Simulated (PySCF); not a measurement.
## First hyperpolarisability: SMILES c1c(OC)cc[cH-]1, [C₆H₇O]-, charge -1

Geometry:
```json
{"atom": "C1", "x (Å)": "-1.711", "y (Å)": "0.610", "z (Å)": "-0.061"}
{"atom": "O2", "x (Å)": "-0.809", "y (Å)": "-0.417", "z (Å)": "0.096"}
{"atom": "C3", "x (Å)": "0.526", "y (Å)": "-0.031", "z (Å)": "0.105"}
{"atom": "C4", "x (Å)": "1.580", "y (Å)": "-0.948", "z (Å)": "0.255"}
{"atom": "C5", "x (Å)": "2.786", "y (Å)": "-0.203", "z (Å)": "0.217"}
{"atom": "C6", "x (Å)": "2.464", "y (Å)": "1.154", "z (Å)": "0.045"}
{"atom": "C7", "x (Å)": "1.050", "y (Å)": "1.273", "z (Å)": "-0.027"}
{"atom": "H8", "x (Å)": "-1.642", "y (Å)": "1.368", "z (Å)": "0.751"}
{"atom": "H9", "x (Å)": "-1.571", "y (Å)": "1.160", "z (Å)": "-1.018"}
{"atom": "H10", "x (Å)": "-2.728", "y (Å)": "0.181", "z (Å)": "-0.052"}
{"atom": "H11", "x (Å)": "1.465", "y (Å)": "-2.028", "z (Å)": "0.377"}
{"atom": "H12", "x (Å)": "3.794", "y (Å)": "-0.620", "z (Å)": "0.307"}
{"atom": "H13", "x (Å)": "3.174", "y (Å)": "1.983", "z (Å)": "-0.024"}
{"atom": "H14", "x (Å)": "0.486", "y (Å)": "2.200", "z (Å)": "-0.159"}
```

Total charge -1.

The calculation used quadratic response CAM-B3LYP/def2-TZVPD first hyperpolarisability, Taylor convention, gas phase (PySCF 2.14.0). Geometry: PBE0-D3(BJ)/def2-SVP.

For a gas-phase anion, states above the detachment energy (about 1.0 eV, taken as minus the energy of the highest occupied orbital) lie in the continuum and depend on the basis.

(1) Give β for the processes computed.

(2) Which lowest excitations and polarisabilities go with it?

Results:

(1) In au, Taylor convention; the vector part is βᵢ = ⅓ Σⱼ (βᵢⱼⱼ + βⱼᵢⱼ + βⱼⱼᵢ):
| process | λ (nm) | β vector norm | β HRS | depolarisation ratio |
| --- | --- | --- | --- | --- |
| static β(0;0,0) | ∞ | 270.4 | 122.8 | 3.85 |
| second harmonic β(−2ω;ω,ω) | 1907 | 299.8 | 136.0 | 3.97 |
| Pockels β(−ω;ω,0) | 1907 | 279.3 | – | – |
| second harmonic β(−2ω;ω,ω) | 1064 | 427.3 | 191.9 | 4.50 |
| Pockels β(−ω;ω,0) | 1064 | 302.2 | – | – |

(2) S1 2.91 eV (f = 0.003); S2 3.41 eV (f = 0.006); S3 3.44 eV (f = 0.006); isotropic α 92.1 au static, 92.6 au at 1907 nm, 93.7 au at 1064 nm, 94.1 au at 953.5 nm, 99.7 au at 532 nm.
